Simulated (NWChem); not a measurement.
System: GaHOI2; SMILES [OH][Ga]([I])[I]

```xyz
5

Ga     0.7502     0.0094     0.0000
I     -0.4357    -2.1676     0.0000
I     -0.4393     2.1668     0.0000
O      2.5215     0.0687     0.0000
H      2.9466    -0.7969     0.0000
```
Atoms are numbered in this order, from 1.

Results from NWChem. Coordinates come from a PBE0/def2-SVP (def2 core potentials past Kr) optimisation.

Task: Predict the results for TPSS/STO-3G (all-electron, non-relativistic). Quantities: highest occupied level (eV); orbital gap (eV); dipole (D).

Result: 
```json
{
  "highest occupied level (eV)": "-0.73",
  "orbital gap (eV)": "0.52",
  "dipole (D)": "2.29"
}
```
